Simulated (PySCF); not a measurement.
# C₆ coefficients of unlike pairs at PBE0

Calculated with PySCF 2.14 from the dipole response of each species, C₆(A,B) = (3/π) ∫ α_A(iu) α_B(iu) du, in atomic units, from isotropic polarisabilities. For ions this is the dispersion term alone; charge-induced terms of lower order in 1/R come first.

```
species       configuration                                                                                              basis      relativity  α (bohr³)  C₆ (like pair)
   In²⁺  [Kr] 4d10 5s1 (2S)                                                        aug-cc-pwCVTZ-PP with ECP28MDF (8s7p6d4f1g)  core potential      13.84           65.91
      O   [He] 2s2 2p4 (3P)                                                                             dyall-av3z (15s9p3d2f)            none      5.104           15.39
   Re³⁺  [Xe] 4f14 5d4 (5D)  aug-cc-pVTZ-PP with one added diffuse shell each of s, p, d, f, g type with ECP60MDF (7s7p6d4f3g)  core potential      7.256           37.68
    S²⁺   [Ne] 3s2 3p2 (3P)                                                                          aug-cc-pVTZ-DK (6s5p3d2f)   spin-free X2C      7.248           26.24
```

Estimate C₆ for O with In²⁺.

The integral gives 31.30. The combination rule 2 C_A C_B / (C_A α_B/α_A + C_B α_A/α_B) gives 30.72 and the geometric mean 31.85.

No spin-orbit coupling is included.

The other pairs:

```json
{"pair": "S²⁺, O", "C₆": "19.94"}
{"pair": "S²⁺, Re³⁺", "C₆": "30.60"}
{"pair": "Re³⁺, O", "C₆": "23.94"}
{"pair": "Re³⁺, In²⁺", "C₆": "48.32"}
{"pair": "S²⁺, In²⁺", "C₆": "40.95"}
```
